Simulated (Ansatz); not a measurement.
## As2 (SMILES [As]#[As]): methods side by side

As2 has 2 atoms, charge 0, and is taken as a singlet. As SMILES, `[As]#[As]`. The shape was relaxed beforehand at wB97X-V/def2-SVP.

```jsonl
{"atom": "As", "x (Å)": "0.0000", "y (Å)": "0.0000", "z (Å)": "0.0143"}
{"atom": "As", "x (Å)": "0.0000", "y (Å)": "0.0000", "z (Å)": "2.0796"}
```

Each level gives the adiabatic ionisation energy (to the doublet cation, shapes relaxed at wB97X-V/def2-SVP, no zero-point term) (eV). The values are calculated.

```json
{"level": "HF/def2-TZVPP", "kind": "Hartree–Fock", "program": "Ansatz", "value (eV)": "8.33", "less CCSD(T)/def2-TZVPP": "-1.41", "CPU time (all runs)": "16 s"}
{"level": "SVWN5/def2-TZVPP", "kind": "LDA", "program": "Ansatz", "value (eV)": "9.90", "less CCSD(T)/def2-TZVPP": "+0.16", "CPU time (all runs)": "6 s"}
{"level": "PBE/def2-TZVPP", "kind": "GGA", "program": "Ansatz", "value (eV)": "9.56", "less CCSD(T)/def2-TZVPP": "-0.18", "CPU time (all runs)": "7 s"}
{"level": "r2SCAN/def2-TZVPP", "kind": "meta-GGA", "program": "Ansatz", "value (eV)": "9.70", "less CCSD(T)/def2-TZVPP": "-0.04", "CPU time (all runs)": "30 s"}
{"level": "B3LYP/def2-TZVPP", "kind": "global hybrid", "program": "Ansatz", "value (eV)": "9.58", "less CCSD(T)/def2-TZVPP": "-0.16", "CPU time (all runs)": "7.2 s"}
{"level": "CAM-B3LYP/def2-TZVPP", "kind": "range-separated hybrid", "program": "Ansatz", "value (eV)": "9.58", "less CCSD(T)/def2-TZVPP": "-0.16", "CPU time (all runs)": "8.3 s"}
{"level": "RPA@PBE/def2-TZVPP", "kind": "RPA", "program": "Ansatz", "value (eV)": "9.72", "less CCSD(T)/def2-TZVPP": "-0.02", "CPU time (all runs)": "13 s"}
{"level": "CCSD(T)/def2-TZVPP", "kind": "coupled cluster or CI", "program": "Ansatz", "value (eV)": "9.74", "less CCSD(T)/def2-TZVPP": "0.00", "CPU time (all runs)": "32 s"}
```

Differences are taken from CCSD(T)/def2-TZVPP for orientation; it has basis-set and higher-order errors of its own. Its T1 diagnostic reaches 0.050, a sign that one reference may not serve. All-electron rows without a relativistic Hamiltonian named are non-relativistic. The values span 8.33 to 9.90 eV. Spin contamination of the reference (⟨S²⟩ at least 0.1 too high) touches HF/def2-TZVPP, CCSD(T)/def2-TZVPP (up to 0.50 too high). In the correlated wave-function rows the outer d shell of As is correlated, in sets not made for it. CPU times are rough (shared hosts, several kinds of processor and program).
